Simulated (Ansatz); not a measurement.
Geometry optimisation, RKS PBE0/6-31G* in Ansatz 0.2.0.

Input file:

```yaml
crystal:
  periodic: [false, false, false]
  atoms:
    - { symbol: B, position_ang: [-1.3082, 0.7224, -0.5506] }
    - { symbol: C, position_ang: [0.176, 0.871, -0.1604] }
    - { symbol: C, position_ang: [0.55, -0.2734, 0.7059] }
    - { symbol: C, position_ang: [0.8508, -1.4927, 0.2254] }
    - { symbol: H, position_ang: [-1.6656, 0.6948, -1.7178] }
    - { symbol: H, position_ang: [-2.1906, 0.7775, 0.2734] }
    - { symbol: H, position_ang: [0.3537, 1.8274, 0.3971] }
    - { symbol: H, position_ang: [0.8495, 0.9163, -1.0801] }
    - { symbol: H, position_ang: [0.743, -0.0808, 1.8221] }
    - { symbol: H, position_ang: [1.29259, -2.21426, 0.88567] }
    - { symbol: H, position_ang: [0.87913, -1.66359, -0.84896] }
basis:
  gaussian: { orbitals: "6-31G*" }
hamiltonian:
  xc: pbe0
relax:
  f_tol: 0.015
  max_steps: 40
```

Command:

```bash
$ ansatz run input.yaml --threads 1 --pin off --max-ram 2048MiB --backend cpu --events-out ev --progress --plain --runs-dir out
```

**Question.** Where does it end, and by what steps?

**Answer.** The forces met the threshold. After 22 steps the energy has fallen by 0.576 eV; H10 moved furthest, 1.14 Å. Joined: B1–C3, B1–C4.

```json
{"step": "0", "energy less start (eV)": "0.0000", "largest force component (eV/Å)": "1.637", "accepted": "yes"}
{"step": "1", "energy less start (eV)": "-0.0634", "largest force component (eV/Å)": "1.396", "accepted": "yes"}
{"step": "2", "energy less start (eV)": "-0.2054", "largest force component (eV/Å)": "2.768", "accepted": "yes"}
{"step": "3", "energy less start (eV)": "-0.2791", "largest force component (eV/Å)": "0.572", "accepted": "yes"}
{"step": "4", "energy less start (eV)": "-0.3070", "largest force component (eV/Å)": "0.187", "accepted": "yes"}
{"step": "5", "energy less start (eV)": "-0.3171", "largest force component (eV/Å)": "0.278", "accepted": "yes"}
{"step": "6", "energy less start (eV)": "-0.3329", "largest force component (eV/Å)": "0.732", "accepted": "yes"}
{"step": "7", "energy less start (eV)": "-0.3544", "largest force component (eV/Å)": "0.332", "accepted": "yes"}
{"step": "8", "energy less start (eV)": "-0.3736", "largest force component (eV/Å)": "0.445", "accepted": "yes"}
{"step": "9", "energy less start (eV)": "-0.3980", "largest force component (eV/Å)": "0.754", "accepted": "yes"}
{"step": "10", "energy less start (eV)": "-0.4296", "largest force component (eV/Å)": "0.415", "accepted": "yes"}
{"step": "11", "energy less start (eV)": "-0.4600", "largest force component (eV/Å)": "0.399", "accepted": "yes"}
{"step": "12", "energy less start (eV)": "-0.4823", "largest force component (eV/Å)": "0.324", "accepted": "yes"}
{"step": "13", "energy less start (eV)": "-0.4923", "largest force component (eV/Å)": "0.269", "accepted": "yes"}
{"step": "14", "energy less start (eV)": "-0.5127", "largest force component (eV/Å)": "0.278", "accepted": "yes"}
{"step": "15", "energy less start (eV)": "-0.5253", "largest force component (eV/Å)": "0.484", "accepted": "yes"}
{"step": "16", "energy less start (eV)": "-0.5523", "largest force component (eV/Å)": "0.196", "accepted": "yes"}
{"step": "17", "energy less start (eV)": "-0.5036", "largest force component (eV/Å)": "0.806", "accepted": "no"}
{"step": "18", "energy less start (eV)": "-0.5700", "largest force component (eV/Å)": "0.312", "accepted": "yes"}
{"step": "19", "energy less start (eV)": "-0.5761", "largest force component (eV/Å)": "0.077", "accepted": "yes"}
{"step": "20", "energy less start (eV)": "-0.5763", "largest force component (eV/Å)": "0.056", "accepted": "yes"}
{"step": "21", "energy less start (eV)": "-0.5764", "largest force component (eV/Å)": "0.039", "accepted": "yes"}
{"step": "22", "energy less start (eV)": "-0.5764", "largest force component (eV/Å)": "0.005", "accepted": "yes"}
```

```xyz
11
Properties=species:S:1:pos:R:3
B -0.857 0.037 -0.215
C 0.490 1.188 -0.172
C 0.645 0.025 0.611
C 0.368 -1.223 0.016
H -1.061 -0.044 -1.388
H -1.766 0.144 0.555
H 0.397 2.141 0.340
H 0.893 1.233 -1.179
H 0.481 0.117 1.682
H 0.183 -2.070 0.669
H 0.756 -1.463 -0.968
```

Time of the run: 88 s on 1 thread of Intel(R) Xeon(R) Platinum 8375C CPU @ 2.90GHz (Ice Lake), with other jobs on the host, peak memory 0.16 GiB.
